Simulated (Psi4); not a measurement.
**AlSbH3F (SMILES [F][AlH][SbH2]): the energy, rung by rung**

AlSbH3F has 6 atoms, charge 0, and is taken as a singlet. As SMILES, `[F][AlH][SbH2]`. Geometry: relaxed at PBE0-D4/def2-TZVP. This is one conformer, not always the lowest.

```xyz
6

F    -1.1146   -1.6324    1.2623
Al   -0.3361   -1.0393   -0.0698
Sb    1.2799    1.0037    0.3348
H    -0.5948   -1.8007   -1.4317
H     0.8421    1.5920   -1.2099
H    -0.0344    1.8129    1.0681
```

Quantity: the energy change with the Al2–H4 bond stretched from 1.582 to 2.847 Å, in eV. The values are calculated.

| level | kind | program | value (eV) | less CCSD(T)/def2-SVP | CPU time (all runs) |
| --- | --- | --- | --- | --- | --- |
| HF/def2-SVP (core potential) (restricted) | Hartree–Fock | Psi4 | 3.37 | +0.68 | 26 s |
| BLYP/def2-SVP (core potential) (restricted) | GGA | Psi4 | 2.52 | -0.17 | 37 s |
| revPBE/def2-SVP (core potential) (restricted) | GGA | Psi4 | 2.53 | -0.16 | 50 s |
| B3LYP/def2-SVP (core potential) (restricted) | global hybrid | Psi4 | 2.79 | +0.10 | 43 s |
| PBE0/def2-SVP (core potential) (restricted) | global hybrid | Psi4 | 2.86 | +0.17 | 46 s |
| HSE06/def2-SVP (core potential) (restricted) | range-separated hybrid | Psi4 | 2.84 | +0.15 | 2.5 min |
| CCSD(T)/def2-SVP (core potential) (restricted) | coupled cluster or CI | Psi4 | 2.69 | 0.00 | 91 s |
| CCSD/def2-SVP (core potential) (restricted) | coupled cluster or CI | Psi4 | 2.79 | +0.10 | 64 s |

Differences are taken from CCSD(T)/def2-SVP (core potential) (restricted) for orientation; it has basis-set and higher-order errors of its own. Its T1 diagnostic reaches 0.022, a sign that one reference may not serve. At this stretch a single reference begins to fail. The first shape isn't each level's own minimum. The values span 2.52 to 3.37 eV. In the correlated wave-function rows the outer d shell of Sb is correlated, in sets not made for it. CPU times are rough (shared hosts, several kinds of processor): they show what a rung costs within a factor of a few.
